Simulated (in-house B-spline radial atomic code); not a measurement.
Values are calculated unless marked as measured or tabulated.
What the choice of pseudopotential does to G0W0 on PBE0: Xe

All numbers come from a B-spline radial code for spherical atoms, non-relativistic (model numbers for so heavy an element), configuration [Kr] 4d10 5s2 5p6, open shells at high spin. Semilocal Troullier-Martins pseudo-atoms, one channel per l, are made with PBE or LDA for several valence sets and radii, with or without a model core, and set against the all-electron atom. One channel fits only the lowest state of its l, so a second state of that l is approximate. All electrons give 5p: PBE0 -9.573 eV, G0W0 -12.614 eV. Potentials are made in the ion's own configuration unless the neutral atom is named, and a smooth local potential serves every l without a channel. Potentials that miss their own reference levels by more than 6 millihartree, or need radii over 3.5 bohr, are left out. Columns give pseudo minus all-electron, in eV; a dash marks a level in the core or of low weight.

| valence | made with | radii (bohr) | model core (bohr) | 5p PBE0 | 5p G0W0 |
| --- | --- | --- | --- | --- | --- |
| 5s 5p | PBE | s 1.53 p 1.73 | none | +0.04 | -0.27 |
| 5s 5p | PBE | s 1.96 p 2.22 | none | +0.04 | -0.02 |
| 5s 5p | PBE | s 1.53 p 1.73 | 1.37 | +0.03 | -0.22 |
| 5s 5p | PBE | s 1.71 p 1.93 | 1.37 | +0.03 | -0.07 |
| 5s 5p | PBE | s 1.96 p 2.22 | 1.37 | +0.03 | 0.00 |
| 5s 5p | LDA | s 2.18 p 2.50 | 1.37 | +0.03 | +0.05 |
| 4d 5s 5p | PBE | s 1.36 p 1.54 d 0.60 | none | -0.07 | -0.36 |
| 4d 5s 5p | PBE | s 1.71 p 1.93 d 0.75 | none | -0.07 | -0.36 |
| 4d 5s 5p | PBE | s 2.22 p 2.50 d 0.98 | none | -0.07 | -0.39 |
| 4d 5s 5p | PBE | s 1.71 p 1.93 d 0.75 | 0.56 | -0.08 | -0.38 |
| 4d 5s 5p | PBE | s 1.96 p 2.22 d 0.86 | 0.56 | -0.08 | -0.38 |
| 4d 5s 5p | PBE | s 2.22 p 2.50 d 0.98 | 0.56 | -0.08 | -0.41 |
| 4p 4d 5s 5p | PBE | s 1.96 p 0.81 d 0.86 | none | -0.07 | -0.01 |
| 4p 4d 5s 5p | PBE | s 1.96 p 0.81 d 0.86 | 0.48 | -0.05 | +0.02 |

**Question.** How does the G0W0 shift of 5p, which all sets hold, depend on the valence set?

**Answer.** Mean size: 4p 4d 5s 5p: 0.01 eV; 5s 5p: 0.11 eV; 4d 5s 5p: 0.38 eV. A larger valence set can do worse when it takes only part of a shell, whose exchange with the frozen rest is then left to the functional. The means mix radii and the functional used in making the potentials.
